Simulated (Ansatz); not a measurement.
Cost and result up the ladder for Cd₁₀H₂₈S₁₀ (48 atoms). The state is a singlet with charge 0. Geometry: r2SCAN-D4/def2-SVP.

Cartesian coordinates in Å:
```
Cd -3.3919 -2.1376 3.4671
Cd 3.0654 -3.7800 3.0757
Cd 2.2964 -1.8100 -2.8785
Cd -4.4148 1.1508 -0.1232
Cd 0.1742 -1.0218 -5.1016
Cd -0.5044 -0.6691 0.0041
Cd 1.0328 1.6688 3.1504
Cd 2.9354 1.5763 0.2360
Cd -0.2572 3.1483 -1.7168
Cd 2.1709 2.9056 -3.7113
S 0.5400 -2.3199 1.7959
S -2.9972 -0.8022 0.8281
S -1.6559 0.3140 4.2049
S -0.4511 -1.7412 -2.2898
S 3.6753 -1.2055 1.2045
S 2.9913 0.7564 -2.2279
S -3.4894 0.8954 -2.7834
S -2.8556 3.0351 1.1061
S -0.0388 1.3402 -3.9161
S 0.3768 1.5962 0.3958
H -4.9369 -1.6306 3.8763
H -1.8961 -2.9599 3.2941
H 2.8708 -2.8099 4.4389
H 3.3541 -4.8894 1.8492
H 1.9203 -1.4125 -4.6419
H 3.1623 -2.9056 -1.9208
H -6.0669 1.4780 -0.2460
H -0.9926 -1.4825 -6.2237
H 1.4683 -0.0223 3.1563
H 0.8330 3.2599 3.6503
H 4.1041 2.3770 1.1574
H -1.8915 3.6020 -1.5923
H 3.1420 3.4513 -4.9741
H 1.4159 3.7327 -2.1682
H -0.6343 -2.5523 2.5269
H 0.9552 -1.1733 2.5504
H -3.4409 -1.7966 0.0247
H -0.8452 -0.3152 5.0856
H -2.2613 1.0426 5.1707
H -0.5605 -3.0466 -1.9462
H 4.3218 -1.7366 0.1389
H 4.8015 -0.7133 1.7709
H 4.3164 0.6937 -2.4934
H -2.4589 0.0094 -2.7068
H -4.3959 -0.0768 -3.0452
H -3.0085 2.5110 2.3474
H -1.5901 2.4902 0.9545
H -0.8885 1.9759 -4.7540
```

Ansatz on 4 threads of AMD EPYC 7R13 on a shared host and a share (37 GiB) of an NVIDIA H100 80GB HBM3. Times are rough, and most runs start from the orbitals of an earlier one. PBE0-D4/def2-TZVP serves as the yardstick here, not as an exact answer. Differences are given only for rows in sets of like size (and for xTB, whose basis is part of the method), since another set adds its own error. Binding counts from free atoms at the same level (Cd singlet, S triplet, H doublet; other spins of the atoms weren't run), without zero-point energy or a counterpoise term.

In the def2 sets Cd takes a core potential; there is no spin–orbit coupling. Single mean-field runs in def2-SVP, def2-TZVP are fitted with def2-universal-jkfit.

| level | functions | wall time | binding energy per atom (eV) | difference from PBE0-D4/def2-TZVP (eV) |
| --- | --- | --- | --- | --- |
| PBE-D4/def2-SVP | 630 | 6.5 s | 2.15 | – |
| PBE0-D4/def2-SVP | 630 | 9.5 s | 2.14 | – |
| PBE-D4/def2-TZVP (with forces) | 938 | 12 s | 2.12 | 0.00 |
| r2SCAN-D4/def2-TZVP | 938 | 12 s | 2.16 | 0.05 |
| PBE0-D4/def2-TZVP | 938 | 14 s | 2.12 | 0.00 |
